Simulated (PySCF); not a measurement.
GaH, SMILES [GaH] (connectivity only; charge and spin as stated), neutral, multiplicity 1.

Geometry: PBE0-D3(BJ)/def2-TZVPD.

Two levels are set side by side: TDA-PBE/def2-TZVPD (PySCF) and TDA-LC-ωPBE/def2-TZVPD (PySCF). Vertical, same geometry. The lowest singlet is HOMO→LUMO+1 98 % with PBE and HOMO→LUMO 97 % with the other functional; states are paired by order. Differences are taken from unrounded values.

```
quantity                               TDA-LC-ωPBE  TDA-PBE  TDA-PBE minus TDA-LC-ωPBE
-------------------------------------  -----------  -------  -------------------------
lowest singlet excitation (eV)                3.06     2.94                      -0.12
lowest triplet excitation (TDA) (eV)          1.88     1.99                       0.12
first bright state (f over 0.05) (eV)         5.87     5.25                      -0.62
its oscillator strength                       0.27     0.21                      -0.05
```

A lower first singlet is the usual sign of a functional without exact exchange. Differences between two approximate levels are no errors against the true value.

Rough cost on one machine, each run with all the roots and properties that it gave: TDA-LC-ωPBE against TDA-PBE within a factor of 2.
